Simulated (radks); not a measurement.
Values are calculated unless marked as measured or tabulated.
Effect of the nuclear size on the lutetium ion Lu+, [Xe] 4f14 6s2. Level of theory: Dirac Kohn-Sham, BLYP, spin-unpolarised, spherical densities, finite nucleus; Fermi nuclear charge, rms radius 5.37 fm (a radial shooting solver on a logarithmic mesh with Libxc functionals). The rms radius is varied about that value; shifts are against it.

| rms radius (fm) | total energy shift (eV) | density at nucleus (e/bohr^3) | 1s1/2 shift (meV) | 2s1/2 shift (meV) | 4p1/2 shift (meV) | 5s1/2 shift (meV) | 5p1/2 shift (meV) | 6s1/2 shift (meV) | 6p1/2 (empty) shift (meV) |
|---|---|---|---|---|---|---|---|---|---|
| 4.7149 | -10.2 | 1.159e+06 | -4160 | -570 | 0.258 | -4.44 | 0.482 | -0.339 | 0.160 |
| 5.1821 | -3.02 | 1.124e+06 | -1230 | -169 | 0.076 | -1.32 | 0.143 | -0.100 | 0.047 |
| 5.37 | 0 | 1.112e+06 | 0.000 | 0.000 | 0.000 | 0.000 | 0.000 | 0.000 | 0.000 |
| 5.7298 | 5.99 | 1.089e+06 | 2440 | 334 | -0.150 | 2.61 | -0.283 | 0.199 | -0.094 |
| 6.0251 | 11.1 | 1.072e+06 | 4520 | 620 | -0.277 | 4.83 | -0.524 | 0.369 | -0.174 |

Slopes of the eigenvalues against <r^2> in GHz/fm^2, as finite differences over the two radii next to the reference (eigenvalue slopes, not the field-shift constants of lines): 1s1/2 149000, 2s1/2 20400, 4p1/2 -9.13, 5s1/2 159, 5p1/2 -17.2, 6s1/2 12.1, 6p1/2 (empty) -5.72.
